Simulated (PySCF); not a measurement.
## Electronic absorption of C3H13NSi2

C3H13NSi2.
SMILES: `[SiH2](NC(C)C)[SiH3]`

The calculation used PySCF, TDDFT PBE0/def2-SVPD, vertical, gas phase, core orbitals frozen in the response. One conformer (not necessarily the lowest) at the GFN2-xTB geometry, without solvent, vibrations or thermal averaging. Torsions of this conformer, `[CH3:1][CH:2]([CH3:3])[NH:4][SiH2:5][SiH3:6]`: C1–C2–N4–Si5 -89°, C2–N4–Si5–Si6 -175°.

Task: What does the calculation give for the low-lying excited states?

Result: 

| state | E (eV) | λ (nm) | ν̃ (cm⁻¹) | f | \|μ\| (D) | main configurations (H = HOMO, L = LUMO) |
| --- | --- | --- | --- | --- | --- | --- |
| S1 | 5.34 | 232.2 | 43070 | 0.0037 | 0.43 | H→L (98%) |
| S2 | 5.98 | 207.5 | 48200 | 0.012 | 0.73 | H→L+1 (98%) |
| S3 | 6.25 | 198.3 | 50440 | 0.0042 | 0.42 | H→L+2 (95%) |
| S4 | 6.56 | 188.9 | 52940 | 0.013 | 0.72 | H→L+3 (95%) |
| S5 | 6.77 | 183.1 | 54610 | 0.017 | 0.82 | H→L+4 (96%) |
| S6 | 6.89 | 180.0 | 55560 | 0.0083 | 0.56 | H→L+5 (91%) |

Triplets (Tamm–Dancoff): T1 5.09 eV, H→L (95%); T2 5.68 eV, H→L+1 (93%).

The lowest singlet lies at 5.34 eV (232 nm, ultraviolet) and is very weak; its leading configuration is HOMO→LUMO (98%). The most intense listed level is S5 at 6.77 eV (183 nm, f = 0.017), 1.43 eV above S1. Löwdin shares by element: HOMO nitrogen 54%, carbon 14% or more, silicon 11% or more (atoms not listed hold the other 21%); LUMO silicon 54%, hydrogen 18% or more (atoms not listed hold the other 29%). Of the 6 states listed, 3 reach f = 0.01 and none stays under 0.0005. Orbital energies (eV): HOMO-3 -9.49, HOMO-2 -9.30, HOMO-1 -8.43, HOMO -6.73, LUMO -0.09, LUMO+1 0.38, LUMO+2 0.58. The listed states span 1.55 eV, and the widest gap between neighbours is 0.64 eV (S1 to S2). No computed singlet lies in the visible range (380 to 750 nm); the lowest, at 232 nm, stands 2.08 eV above its violet end (3.26 eV). The window holds the lowest 6 singlets.

Cost: about 1.6 min of CPU time on one thread; the machine was shared, so the figure is rough.
